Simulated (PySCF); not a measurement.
C4H7O (SMILES [CH2]C(=O)CC), doublet, geometry from GFN2-xTB; CAMB3LYP/STO-3G (PySCF).

The PySCF input:
```python
from pyscf import gto, scf, dft

mol = gto.M(
    atom='''
C     1.44555228   -0.75668889    0.14500962
C     0.54901498    0.30637915   -0.12990861
O     0.80095441    1.18545001   -0.95320273
C    -0.74734734    0.30929467    0.66407780
C    -1.67627365   -0.77652555    0.12261494
H     1.23704069   -1.48575989    0.90681963
H     2.40906990   -0.77370040   -0.33393257
H    -0.53753478    0.12683720    1.71935813
H    -1.21681250    1.28779797    0.56012664
H    -2.60501483   -0.79088719    0.68831743
H    -1.90862919   -0.58502888   -0.92228922
H    -1.21143234   -1.75761500    0.19645917
''',
    basis='sto-3g',
    spin=1,
    verbose=4,
)

mf = dft.UKS(mol)
mf.xc = 'camb3lyp'
mf.level_shift = 0.5
mf.max_cycle = 100
mf.kernel()
mf.analyze()
```

It wrote (shortened):

```
PySCF version 2.14.0

[INPUT] verbose = 4
[INPUT] num. atoms = 12
[INPUT] num. electrons = 39
[INPUT] charge = 0
[INPUT] spin (= nelec alpha-beta = 2S) = 1
[INPUT] symmetry False subgroup None
[INPUT] Mole.unit = angstrom
[INPUT] Symbol           X                Y                Z      unit          X                Y                Z       unit  Magmom
[...]
nuclear repulsion = 168.860522011395
number of shells = 22
number of NR pGTOs = 96
number of NR cGTOs = 32
basis = sto-3g
ecp = {}

******** <class 'pyscf.dft.uks.UKS'> ********
method = UKS
initial guess = minao
damping factor = 0
level_shift factor = 0.5
DIIS = <class 'pyscf.scf.diis.CDIIS'>
diis_start_cycle = 1
diis_space = 8
diis_damp = 0
SCF conv_tol = 1e-09
SCF conv_tol_grad = None
SCF max_cycles = 100
direct_scf = True
direct_scf_tol = 1e-13
number electrons alpha = 20  beta = 19
XC library pyscf.dft.libxc version 7.1.2
    S. Lehtola, C. Steigemann, M. J. T. Oliveira, and M. A. L. Marques,  SoftwareX 7, 1–5 (2018)
XC functionals = camb3lyp
    T. Yanai, D. P. Tew, and N. C. Handy,  Chem. Phys. Lett. 393, 51 (2004)
radial grids:
    Treutler-Ahlrichs [JCP 102, 346 (1995); DOI:10.1063/1.469408] (M4) radial grids

becke partition: Becke, JCP 88, 2547 (1988); DOI:10.1063/1.454033
pruning grids: <function nwchem_prune>
grids dens level: 3
symmetrized grids: False
atomic radii adjust function: <function treutler_atomic_radii_adjust>
small_rho_cutoff = 0
Set gradient conv threshold to 3.16228e-05
tot grids = 139216
init E= -229.337388578868

cycle= 1 E= -228.44749773841  delta_E= 0.89  |g|= 0.549  |ddm|= 3.03
cycle= 2 E= -228.661031902172  delta_E= -0.214  |g|= 0.286  |ddm|= 1.05
cycle= 3 E= -228.694280478499  delta_E= -0.0332  |g|= 0.145  |ddm|= 0.212
cycle= 4 E= -228.706005679569  delta_E= -0.0117  |g|= 0.059  |ddm|= 0.153
cycle= 5 E= -228.709015504224  delta_E= -0.00301  |g|= 0.0243  |ddm|= 0.0826
cycle= 6 E= -228.710130541336  delta_E= -0.00112  |g|= 0.0127  |ddm|= 0.0557
cycle= 7 E= -228.71062290336  delta_E= -0.000492  |g|= 0.00807  |ddm|= 0.0378
cycle= 8 E= -228.710859254721  delta_E= -0.000236  |g|= 0.00518  |ddm|= 0.0282
cycle= 9 E= -228.710960781423  delta_E= -0.000102  |g|= 0.00345  |ddm|= 0.0194
cycle= 10 E= -228.71100262388  delta_E= -4.18e-05  |g|= 0.00219  |ddm|= 0.0124
cycle= 11 E= -228.711020066856  delta_E= -1.74e-05  |g|= 0.00146  |ddm|= 0.00793
cycle= 12 E= -228.71102791939  delta_E= -7.85e-06  |g|= 0.00103  |ddm|= 0.00521
cycle= 13 E= -228.711031781125  delta_E= -3.86e-06  |g|= 0.000744  |ddm|= 0.00363
cycle= 14 E= -228.711033964142  delta_E= -2.18e-06  |g|= 0.000575  |ddm|= 0.00272
cycle= 15 E= -228.711035396842  delta_E= -1.43e-06  |g|= 0.000487  |ddm|= 0.00221
cycle= 16 E= -228.711036788417  delta_E= -1.39e-06  |g|= 0.000402  |ddm|= 0.00255
cycle= 17 E= -228.71103798103  delta_E= -1.19e-06  |g|= 0.000347  |ddm|= 0.00266
cycle= 18 E= -228.711038862136  delta_E= -8.81e-07  |g|= 0.000301  |ddm|= 0.00238
cycle= 19 E= -228.711039626827  delta_E= -7.65e-07  |g|= 0.000263  |ddm|= 0.0026
cycle= 20 E= -228.711040107973  delta_E= -4.81e-07  |g|= 0.000224  |ddm|= 0.00207
cycle= 21 E= -228.711040425875  delta_E= -3.18e-07  |g|= 0.000187  |ddm|= 0.00177
cycle= 22 E= -228.711040623698  delta_E= -1.98e-07  |g|= 0.000151  |ddm|= 0.00145
cycle= 23 E= -228.711040731091  delta_E= -1.07e-07  |g|= 0.000118  |ddm|= 0.00106
cycle= 24 E= -228.71104078597  delta_E= -5.49e-08  |g|= 8.9e-05  |ddm|= 0.000693
cycle= 25 E= -228.711040816016  delta_E= -3e-08  |g|= 6.72e-05  |ddm|= 0.00053
cycle= 26 E= -228.711040830531  delta_E= -1.45e-08  |g|= 4.55e-05  |ddm|= 0.00031
cycle= 27 E= -228.711040838075  delta_E= -7.54e-09  |g|= 3.15e-05  |ddm|= 0.000251
cycle= 28 E= -228.711040841483  delta_E= -3.41e-09  |g|= 2.3e-05  |ddm|= 0.00018
cycle= 29 E= -228.711040843074  delta_E= -1.59e-09  |g|= 1.64e-05  |ddm|= 0.000127
cycle= 30 E= -228.711040843783  delta_E= -7.08e-10  |g|= 1.17e-05  |ddm|= 8.69e-05
Extra cycle  E= -228.711040844197  delta_E= -4.14e-10  |g|= 5.6e-06  |ddm|= 4.54e-05
converged SCF energy = -228.711040844197  <S^2> = 0.7951951  2S+1 = 2.0446957
**** SCF Summaries ****
Total Energy =                        -228.711040844196987
Nuclear Repulsion Energy =             168.860522011394835
One-electron Energy =                 -645.128464369329549
Two-electron Energy =                  247.556901513737728
Two-electron Coulomb Energy =          280.402550399511199
DFT Exchange-Correlation Energy =      -32.845648885773471
**** MO energy ****
                             alpha | beta                alpha | beta
[...]
To work with the spin densities directly, `use mulliken_meta_spin()` only printing them here.

 ** Mulliken spin pop alpha/beta on meta-lowdin orthogonal AOs **
 ** Mulliken Spin Density (per AO)  **
spin_pop of  0 C 1s       -0.00002
spin_pop of  0 C 2s        0.03999
spin_pop of  0 C 2px       0.14031
spin_pop of  0 C 2py       0.27623
spin_pop of  0 C 2pz       0.39704
spin_pop of  1 C 1s        0.00000
spin_pop of  1 C 2s       -0.01788
spin_pop of  1 C 2px      -0.04739
spin_pop of  1 C 2py      -0.07049
spin_pop of  1 C 2pz      -0.10043
spin_pop of  2 O 1s       -0.00000
spin_pop of  2 O 2s        0.00442
spin_pop of  2 O 2px       0.10470
spin_pop of  2 O 2py       0.11580
spin_pop of  2 O 2pz       0.21520
spin_pop of  3 C 1s       -0.00000
spin_pop of  3 C 2s        0.00116
spin_pop of  3 C 2px       0.00451
spin_pop of  3 C 2py       0.00134
spin_pop of  3 C 2pz       0.00291
spin_pop of  4 C 1s       -0.00000
spin_pop of  4 C 2s       -0.00146
spin_pop of  4 C 2px      -0.00168
spin_pop of  4 C 2py      -0.00300
spin_pop of  4 C 2pz      -0.00052
spin_pop of  5 H 1s       -0.02800
spin_pop of  6 H 1s       -0.02784
spin_pop of  7 H 1s       -0.00413
spin_pop of  8 H 1s       -0.00128
spin_pop of  9 H 1s        0.00003
spin_pop of  10 H 1s        0.00030
spin_pop of  11 H 1s        0.00020
 ** Mulliken Spin Density (per atom)  **
spin density of  0 C =      0.85355
spin density of  1 C =     -0.23619
spin density of  2 O =      0.44011
spin density of  3 C =      0.00991
spin density of  4 C =     -0.00667
spin density of  5 H =     -0.02800
spin density of  6 H =     -0.02784
spin density of  7 H =     -0.00413
spin density of  8 H =     -0.00128
spin density of  9 H =      0.00003
spin density of  10 H =      0.00030
spin density of  11 H =      0.00020
 ** Mulliken pop alpha/beta on meta-lowdin orthogonal AOs **
 ** Mulliken pop       alpha | beta **
[...]
In total            20.00000 | 19.00000
 ** Mulliken atomic charges   ( Nelec_alpha | Nelec_beta ) **
charge of  0C =     -0.08862  (     3.47108      2.61753 )
charge of  1C =      0.09345  (     2.83518      3.07137 )
charge of  2O =     -0.12281  (     4.28146      3.84135 )
charge of  3C =     -0.10375  (     3.05683      3.04692 )
charge of  4C =     -0.14059  (     3.06696      3.07363 )
charge of  5H =      0.05570  (     0.45815      0.48615 )
charge of  6H =      0.05938  (     0.45639      0.48423 )
charge of  7H =      0.04786  (     0.47400      0.47814 )
charge of  8H =      0.05220  (     0.47326      0.47454 )
charge of  9H =      0.04974  (     0.47515      0.47511 )
charge of  10H =      0.05041  (     0.47495      0.47464 )
charge of  11H =      0.04702  (     0.47659      0.47639 )
Dipole moment(X, Y, Z, Debye): -0.18136, -1.32536,  1.12225
```
